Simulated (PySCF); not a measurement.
## Correlation energy of Mg+ (magnesium, charge +1)

[Ne] 3d1, 2D determinant (an excited configuration). All numbers are calculated (PySCF 2.14, scalar relativity by spin-free X2C-1e, in x2c-TZVPPall with one added diffuse shell each of s, p, d type (6s5p4d, 41 functions)). Frozen: 1s2; 9 electrons correlated.

MP2 pair energies summed by pair of shells (mhartree):

```tsv
pair	energy	share (%)
2p-2p	-122.70	78.2
2s-2p	-26.71	17.0
2s-2s	-6.94	4.4
2p-3d	-0.42	0.3
2s-3d	-0.05	0.0
```

Total MP2 correlation energy: -156.81 mhartree.

Same-spin part -43.07 and opposite-spin part -113.74 mhartree; SCS-MP2 scales them by 1/3 and 6/5 to -150.85 mhartree.

This basis was not built for core-valence correlation, so the inner-shell part is incomplete.
